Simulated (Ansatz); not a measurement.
Ansatz results at the PBE0-D4/def2-TZVP geometry: HOMO–LUMO gap (ωB97M-V/def2-TZVPP) 9.95 eV; HOMO energy (PBE/def2-TZVPP) -5.68 eV; size of the dipole moment (PBE/def2-TZVPP) 1.30 D.

Question: Which molecule gave them?
A. `CC(O)CO`
B. `N#Cc1cccs1`
C. `Fc1ccsc1`
D. `Clc1ccc[se]1`

Answer: D. The others give `CC(O)CO`: 12.36, -6.00, 2.29; `N#Cc1cccs1`: 9.80, -6.49, 4.74; `Fc1ccsc1`: 10.56, -5.86, 1.05.
